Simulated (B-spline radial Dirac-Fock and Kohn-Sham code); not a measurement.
# Ionisation of each subshell: Te⁴⁺

System: tellurium as Te⁴⁺ in the configuration [Kr] 4d10 5s2; nuclear rms radius 4.7423 fm (A = 130).

The run's input, task.json:

```json
{"items": [{
  "Z": 52,
  "q": 4,
  "cfg": [[1, 0, 2], [2, 0, 2], [2, 1, 6], [3, 0, 2], [3, 1, 6], [3, 2, 10], [4, 0, 2], [4, 1, 6], [4, 2, 10], [5, 0, 2]],
  "A": 130,
  "rrms": 4.7423,
  "do": ["binding"]
}]}
```

Launch: `python xray_run.py task.json out`

Calculated with an atomic code on a B-spline grid, using Dirac-Fock ΔSCF + Breit + QED. Correlation and solid-state effects are left out. Energies are counted from the vacuum level.

All terms are in eV, carry their sign (relaxation lowers the binding energy) and add up to the binding energy; ⟨r⟩ is the mean radius of the orbital in the initial state.

| subshell | −ε (Koopmans) | relaxation | Gaunt | retardation | self-energy | vacuum polarisation | binding energy | ⟨r⟩ (bohr) |
| --- | --- | --- | --- | --- | --- | --- | --- | --- |
| K | 32042.8 | -64.53 | -78.61 | 6.33 | -42.59 | 5.80 | 31869.2 | 0.028 |
| L1 | 5046.9 | -33.64 | -7.22 | 0.42 | -5.27 | 0.67 | 5001.9 | 0.119 |
| L2 | 4717.7 | -37.18 | -12.94 | 1.45 | 0.36 | -0.02 | 4669.3 | 0.101 |
| L3 | 4442.0 | -35.89 | -9.27 | 1.72 | -0.13 | -0.04 | 4398.4 | 0.106 |
| M1 | 1080.9 | -13.42 | -1.01 | 0.03 | -1.07 | 0.13 | 1065.6 | 0.320 |
| M2 | 944.4 | -13.96 | -1.97 | 0.20 | 0.08 | -0.01 | 928.7 | 0.311 |
| M3 | 891.6 | -13.43 | -1.28 | 0.26 | -0.02 | -0.01 | 877.1 | 0.322 |
| M4 | 653.8 | -14.97 | -0.57 | 0.03 | 0.11 | -0.01 | 638.4 | 0.294 |
| M5 | 642.9 | -14.76 | -0.27 | 0.03 | 0.07 | -0.01 | 628.0 | 0.297 |
| N1 | 236.6 | -3.40 | -0.16 | 0.01 | -0.21 | 0.03 | 232.9 | 0.766 |
| N2 | 187.3 | -3.20 | -0.32 | 0.03 | 0.02 | 0.00 | ? | 0.804 |
| N3 | 177.2 | -2.98 | -0.18 | 0.05 | 0.01 | 0.00 | 174.1 | 0.830 |
| N4 | 96.96 | -2.40 | -0.03 | 0.00 | 0.02 | 0.00 | 94.56 | 0.950 |
| N5 | 95.38 | -2.32 | 0.02 | 0.00 | 0.02 | 0.00 | 93.09 | 0.961 |
| O1 | 56.49 | -0.23 | -0.03 | 0.00 | -0.03 | 0.00 | 56.21 | 1.907 |

Problem. Which binding energy belongs in the row of N2?

Solution. 183.9 eV, the sum of the terms in that row (to rounding).

For the deepest level, K (1s), the Breit terms make up -0.227 % of the binding energy, QED -0.115 % and orbital relaxation -0.202 %.

Spin-orbit splittings: 2p 270.9 eV, 3p 51.63 eV, 3d 10.40 eV, 4p 9.79 eV, 4d 1.46 eV.

Going to the tabulated ground configuration of the next ion removes an electron from O1 (5s), computed at 56.21 eV. NIST lists 59.3 ± 0.9 eV as the ionisation energy of this species (measured), +3.09 eV from the computed value. The gap is mostly the missing electron correlation.
